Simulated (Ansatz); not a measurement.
Cu(NH2)2 (CuN2H4). Charge 0, multiplicity 2. Geometry r2SCAN-D4/def2-TZVP.

```xyz
7

Cu    0.000    0.001    0.001
N     1.294    1.007   -0.673
H     1.881    1.640   -0.147
H     1.564    1.041   -1.647
N    -1.294   -1.007    0.673
H    -1.566   -1.043    1.647
H    -1.880   -1.640    0.145
```

No other spin state of charge 0 was run.

(1) Estimate the α-spin orbital energies around the gap (eV) in Ansatz with HF/def2-TZVP, revPBE-D4/def2-TZVP, BLYP-D4/def2-TZVP, PBE0-D4/def2-SVP, ωB97X-V/def2-TZVP.

## Answers

(1) 
```
orbital  HF/def2-TZVP  revPBE-D4/def2-TZVP  BLYP-D4/def2-TZVP  PBE0-D4/def2-SVP  ωB97X-V/def2-TZVP
 HOMO−9        -20.88               -11.39             -11.33            -12.76             -15.61
 HOMO−8        -20.27               -10.59             -10.52            -12.19             -15.29
 HOMO−7        -19.89                -8.38              -8.31            -10.38             -13.65
 HOMO−6        -19.69                -8.02              -7.96             -9.56             -12.42
 HOMO−5        -16.58                -6.42              -6.41             -8.77             -12.09
 HOMO−4        -16.07                -6.42              -6.41             -8.77             -12.09
 HOMO−3        -13.53                -6.39              -6.40             -8.66             -11.81
 HOMO−2        -13.50                -6.13              -6.07             -7.37             -10.43
 HOMO−1        -10.56                -5.72              -5.75             -7.31             -10.18
   HOMO         -9.83                -4.83              -4.78             -6.31              -9.09
   LUMO          1.86                -0.53              -0.57              0.39               1.77
 LUMO+1          4.38                 0.86               0.74              2.58               3.59
 LUMO+2          5.53                 2.04               1.95              3.41               4.90
 LUMO+3          5.69                 2.36               2.27              4.13               4.98
 LUMO+4          5.93                 2.50               2.41              4.27               5.20
 LUMO+5          6.14                 2.51               2.47              4.41               5.24
 β HOMO         -9.87                -5.28              -5.24             -5.67              -8.23
 β LUMO          1.85                -3.80              -3.80             -2.51              -0.90
```
